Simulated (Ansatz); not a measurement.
Relaxation of a periodic cell of 15 atoms, W (host W, host structure bcc, one W atom removed), to a largest force component of 0.03 eV/Å in at most 60 steps.

Method: DFT PBEsol, scalar-relativistic, plane waves, PAW (Ansatz). Settings: PAW set soft_1, cutoff 420 eV, k mesh 3x3x3, gaussian smearing 0.15 eV, no spin polarisation.

```xyz
15
Lattice="6.3200 0.0000 0.0000 0.0000 6.3200 0.0000 0.0000 0.0000 6.3200" Properties=species:S:1:pos:R:3:forces:R:3
W 3.191 -0.004 -0.002 -0.56 0.27 0.41
W 0.010 3.203 0.006 -0.13 -0.22 -0.11
W 0.023 -0.026 3.176 -0.57 0.75 0.00
W 1.534 1.585 1.556 0.20 -0.22 0.07
W 3.163 3.163 0.032 -0.32 0.17 -0.43
W 3.181 0.005 3.193 -0.23 0.01 -0.45
W 4.729 1.620 1.588 0.26 -0.69 -0.12
W -0.043 3.166 3.150 0.52 -0.05 0.41
W 1.570 4.811 1.633 0.00 -0.62 -0.75
W 1.583 1.588 4.738 -0.25 0.06 0.28
W 3.136 3.132 3.158 -0.09 0.66 0.39
W 4.727 4.737 1.578 0.27 0.46 0.06
W 4.736 1.567 4.763 0.39 0.12 0.08
W 1.544 4.791 4.763 0.24 -0.43 0.23
W 4.729 4.766 4.771 0.27 -0.25 -0.07
```

Task: Where does it end, and by what steps?

Result: It converged. Limits of this set-up: coarse k mesh, PAW files made for another functional. After 3 steps the energy has fallen by 0.167 eV; W9 moved furthest, 0.07 Å.

```csv
step,energy less start (eV),largest force component (eV/Å),accepted
0,0.0000,0.755,yes
1,0.3436,1.267,no
2,-0.1661,0.067,yes
3,-0.1674,0.007,yes
```

```xyz
15
Lattice="6.3200 0.0000 0.0000 0.0000 6.3200 0.0000 0.0000 0.0000 6.3200" Properties=species:S:1:pos:R:3
W 3.153 0.012 0.012
W -0.007 3.172 0.012
W -0.007 0.012 3.172
W 1.561 1.580 1.580
W 3.153 3.172 0.012
W 3.153 0.012 3.172
W 4.745 1.580 1.580
W -0.007 3.172 3.172
W 1.561 4.764 1.580
W 1.561 1.580 4.764
W 3.153 3.172 3.172
W 4.745 4.764 1.579
W 4.745 1.580 4.764
W 1.560 4.765 4.765
W 4.745 4.764 4.764
```

Time of the run: 38 s on 4 threads of Arm Neoverse V2 (shared host), peak memory 1 GiB.
